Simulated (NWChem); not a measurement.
# CuPH4; SMILES [PH3]->[CuH]

```xyz
6

Cu     0.0000     0.0000    -0.8238
H      0.0000     0.0000    -2.3458
P      0.0000     0.0000     1.3760
H      1.2139     0.2395     2.1017
H     -0.3995    -1.1710     2.1017
H     -0.8144     0.9315     2.1017
```
Atoms are numbered in this order, from 1.

Program: NWChem. All runs use the structure optimised with PBE-D3(BJ)/def2-SVP. Vzz is the largest principal value of the second derivative of the potential at the nucleus (NWChem prints the opposite sign); η is the asymmetry. Non-relativistic.

Question: What does the run give for B3LYP/def2-SVP? Quantities: Vzz Cu1 (a.u.); η Cu1.

Answer: 
```yaml
Vzz Cu1 (a.u.): -0.350
"η Cu1": 0.00
```
